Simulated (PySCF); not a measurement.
This PySCF input asks for the NMR shieldings of `[NH3+][BH2-]C1CCCC1`, C$_{5}$H$_{14}$BN; the geometry comes from GFN2-xTB.

```python
import basis_set_exchange as bse
import numpy as np
from pyscf import gto, dft
from pyscf.prop import nmr

atoms = """
N     2.739647    0.090631   -0.213374
B     1.532043   -0.890467    0.349319
C     0.177147   -0.333042   -0.359784
C    -0.233407    1.094229    0.025579
C    -1.710564    1.216098   -0.378612
C    -2.248597   -0.225447   -0.434645
C    -1.084339   -1.113606    0.016625
H     2.489486    1.044050    0.023885
H     2.793407   -0.011391   -1.220586
H     3.622906   -0.161572    0.214370
H     1.825500   -1.991689    0.002580
H     1.537660   -0.752026    1.532595
H     0.263475   -0.366427   -1.455505
H    -0.135363    1.214418    1.106213
H     0.372312    1.865032   -0.459381
H    -1.797743    1.693070   -1.356685
H    -2.267305    1.826872    0.333088
H    -3.126533   -0.356507    0.198541
H    -2.537539   -0.478806   -1.456113
H    -1.108464   -1.246144    1.099075
H    -1.112649   -2.100335   -0.443277
"""
names = dict.fromkeys(["N", "B", "C", "H"], "pcSseg-1")
basis = {el: gto.basis.parse(bse.get_basis(n, elements=[el], fmt="nwchem")) for el, n in names.items()}
mol = gto.M(atom=atoms, basis=basis, charge=0, verbose=0)
mf = dft.RKS(mol, xc="PBE0")
mf.grids.level = 2
mf.grids.alignment = dft.numint.BLKSIZE   # the property module wants whole blocks of grid points
mf.conv_tol = 1e-9
mf.kernel()

calc = nmr.RKS(mf)   # GIAO
C = mf.mo_coeff
Co = C[:, mf.mo_occ > 0]
resp = mf.gen_response(singlet=True, hermi=2)
def vind(x):   # induced exchange potential for any number of trial vectors
    d = np.einsum("pi,xij,qj->xpq", C, 2 * x.reshape(-1, C.shape[1], Co.shape[1]), Co, optimize=True)
    return np.einsum("xpq,pi,qj->xij", resp(d - d.transpose(0, 2, 1)), C, Co, optimize=True).ravel()
mo1, _ = nmr.rhf.solve_mo1(calc, with_cphf=vind)
sigma = calc.kernel(mo1)
for i, s in enumerate(sigma):   # ppm
    w = np.linalg.eigvalsh((s + s.T) / 2)
    print("%2d %-2s iso %8.1f  s11 %8.1f  s22 %8.1f  s33 %8.1f" % (i, mol.atom_pure_symbol(i), w.mean(), *w))
```

Question: What are the results?

Answer: 
```
 0 N  iso    221.7  s11    212.3  s22    222.6  s33    230.3
 1 B  iso    116.1  s11    102.1  s22    115.9  s33    130.4
 2 C  iso    148.6  s11    129.2  s22    149.4  s33    167.1
 3 C  iso    150.7  s11    125.9  s22    153.9  s33    172.2
 4 C  iso    158.9  s11    128.0  s22    171.8  s33    176.8
 5 C  iso    158.4  s11    129.7  s22    169.4  s33    176.2
 6 C  iso    151.3  s11    122.7  s22    158.6  s33    172.6
 7 H  iso     28.6  s11     21.4  s22     28.1  s33     36.4
 8 H  iso     29.1  s11     23.2  s22     26.3  s33     37.8
 9 H  iso     28.7  s11     21.9  s22     24.3  s33     39.8
10 H  iso     29.3  s11     25.3  s22     30.5  s33     32.2
11 H  iso     29.8  s11     26.2  s22     31.0  s33     32.3
12 H  iso     31.4  s11     28.2  s22     29.7  s33     36.2
13 H  iso     30.7  s11     25.3  s22     30.2  s33     36.5
14 H  iso     30.3  s11     24.8  s22     30.3  s33     35.7
15 H  iso     30.1  s11     24.7  s22     28.3  s33     37.3
16 H  iso     29.9  s11     24.6  s22     27.8  s33     37.3
17 H  iso     29.9  s11     24.9  s22     27.5  s33     37.4
18 H  iso     30.1  s11     24.8  s22     28.1  s33     37.4
19 H  iso     30.6  s11     25.1  s22     29.9  s33     36.6
20 H  iso     29.9  s11     24.7  s22     28.2  s33     36.8
```

These numbers come from an equivalent density-fitted implementation of the same equations, which agrees with the script to about 0.01 ppm for H and up to a few tenths of a ppm for heavy atoms, so last digits may differ.

Size and cost of the density-fitted run: 189 basis functions, 55 s wall time on 1 thread of an Arm Neoverse N1, shared host; peak memory 0.85 GiB.
